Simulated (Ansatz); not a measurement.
Total energies of `N#Cc1ccccc1-c1ccccc1C#N` from Ansatz at PBE0-D4/def2-SVP, gas phase (1 Eh = 27.2114 eV = 2625.5 kJ/mol). The reference geometry is relaxed at PBE-D4/def2-SVP.

```tsv
state	geometry	energy (Eh)
charge 0 singlet	reference	-646.58223
charge 1 doublet	reference	-646.25267
charge 1 doublet	relaxed at PBE-D4/def2-SVP	-646.25718
charge -1 doublet	reference	-646.60830
free N atom (quartet)	–	-54.47898
free C atom (triplet)	–	-37.76066
free H atom (doublet)	–	-0.50029
```

**Question.** Work out the vertical ionisation energy to the doublet.

**Answer.** E(charge 1 doublet) − E(charge 0 singlet) = -646.25267 − (-646.58223) = 0.32956 Eh = 8.97 eV. For comparison, −ε of the highest occupied level is 7.47 eV at this level, 1.50 eV less.

**Question.** Work out the vertical electron affinity, to the doublet.

**Answer.** E(charge 0 singlet) − E(charge -1 doublet) = -646.58223 − (-646.60830) = 0.02607 Eh = 0.71 eV. The basis lacks diffuse functions, which makes affinities too small.

**Question.** Give the fundamental gap IE − EA, the Mulliken electronegativity (IE + EA)/2 and the hardness (IE − EA)/2.

**Answer.** From the values in Eh: IE − EA = 0.32956 − 0.02607 = 0.30349 Eh = 8.26 eV; (IE + EA)/2 = 4.84 eV; (IE − EA)/2 = 4.13 eV. The HOMO–LUMO gap of the same run is 5.36 eV, 2.90 eV smaller than the fundamental gap.

**Question.** How much does the charge 1 doublet relax, and what is the adiabatic ionisation energy?

**Answer.** Relaxation: -646.25267 − (-646.25718) = 0.00451 Eh = 0.12 eV. Adiabatic ionisation energy: 0.32505 Eh = 8.85 eV, without zero-point energy. 

**Question.** What is the binding energy per atom against free atoms?

**Answer.** Atoms: 2 × (-54.47898) + 14 × (-37.76066) + 8 × (-0.50029) = -641.60952 Eh. Binding: -641.60952 − (-646.58223) = 4.97271 Eh = 135.31 eV, or 5.64 eV for each of 24 atoms (no zero-point energy, no counterpoise term).

At PBE0-D4/def2-SVP the highest occupied level of the charge -1 doublet lies above zero (up to 0.77 eV). By energy differences its removal costs 0.71 eV (vertical, to the charge 0 singlet, at PBE0-D4/def2-SVP); self-interaction error and the lack of diffuse functions both raise the level.
